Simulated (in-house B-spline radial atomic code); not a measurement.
Removing one electron from Dy XLIX (Dy48+)

Closed shell [Ne] 3s2 3p6. Computed with an all-electron radial atomic-structure program (B-spline basis): Koopmans values of Dirac-Hartree-Fock plus a diagonal self-energy, in second order or with its direct term screened (direct RPA, with the hole-particle interaction, or full time-dependent Hartree-Fock), linearised in energy; no-pair Dirac-Coulomb Hamiltonian, finite nucleus. Shifts add to the Koopmans value (the ΔSCF shift is orbital relaxation alone); the final value takes TDHF screening with Breit and QED.

Command:
```bash
python run_mb.py task.json out
```
Settings (nuclear radius in fm, box in bohr, cutoff in hartree):
```
basis_form          2
Z                   66
core_configuration  [Ne] 3s2 3p6
rms_radius          5.2218
mass_number         164
speed_of_light      137.036
box_radius          2.605
lmax                7
intervals           56
virtual_cutoff      17424.0
```

Run time, properties included: 7.4 s on 1 thread of AMD EPYC 7R43 64-Core Processor, with other jobs on the host.

Energies in eV:

```
subshell  Koopmans  ΔSCF shift  second order  direct RPA  hole-particle  TDHF  Breit + QED  final
   3p3/2   4308.00      -1.053             ?           ?              ?     ?            ?      ?
```

Question: What does the self-energy do to 3p3/2?

Answer: It shifts the removal energy by 1.592 eV in second order, 1.230 with direct RPA, 1.317 with the hole-particle term and 1.410 with TDHF screening (quasi-particle weight 0.994); Breit and QED add -4.237 eV. The final value is 4305.17 eV, against 4303 ± 4 eV (NIST, tabulated theory).
